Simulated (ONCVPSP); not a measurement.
zirconium (Zr), ONCV: configuration errors across variants

- Element: Zr (Z = 40)
- Generator: ONCVPSP 4.0.1
- Type: optimised norm-conserving Vanderbilt (ONCV)
- Functional: PBEsol
- Relativity: fully relativistic
- Frozen core: [Ar] 3d10
- Valence charge: 12
- Reference configuration: 4s2 4p6 4d2 5s1.5 (charge +0.5)
- Partial waves: 4s+5s: rc 2.20 bohr, ncon 3, nbas 6, qcut 5.2 1/bohr, 2 projectors; 4p: rc 2.30 bohr, ncon 5, nbas 8, qcut 6.9 1/bohr, 2 projectors, debl 3.6 Ha; 4d: rc 1.85 bohr, ncon 5, nbas 8, qcut 5.5 1/bohr, local
- Local potential: the d channel
- Core correction: none

Open shells are filled in proportion to 2j + 1.

All-electron excitation energies from the reference (eV): (1) 4s2 4p6 4d2 5s2 -2.896; (2) 4s2 4p6 4d2 5s1 4.276; (3) 4s2 4p6 4d2 5s0 17.185; (4) 4s2 4p6 4d1 5s2 4.785.

Errors AE − PS in meV (a dash: test not solved or not reliable):

| change | (1) | (2) | (3) | (4) | bound ghosts | GHOST(+) flags above zero |
| --- | --- | --- | --- | --- | --- | --- |
| base | -0.2 | -0.2 | -4.0 | -2.6 | none | none |
| s: qcut 3.5; p: qcut 4.7; d: qcut 3.7 | -0.3 | -0.2 | -5.2 | -3.1 | none | none |
| s: qcut 4; p: qcut 5.4; d: qcut 4.3 | -0.3 | -0.3 | -5.0 | -3.0 | none | s |
| s: qcut 4.9; p: qcut 6.6; d: qcut 5.2 | -0.3 | -0.3 | -4.3 | -2.7 | none | none |
| s: qcut 5.3; p: qcut 7; d: qcut 5.6 | -0.2 | -0.2 | -3.9 | -2.5 | none | none |
| s: qcut 6; p: qcut 8; d: qcut 6.4 | -0.2 | -0.2 | -3.1 | -2.0 | none | none |
| s: qcut 7.6; p: qcut 10.1; d: qcut 8.1 | -0.1 | -0.1 | -2.2 | -1.5 | none | none |

(1) Give the same row for: s: qcut 7; p: qcut 9.2; d: qcut 7.4.

Results:

(1) -0.1, -0.2, -2.6, -1.8; bound ghosts: none; GHOST(+) flags above zero: none.
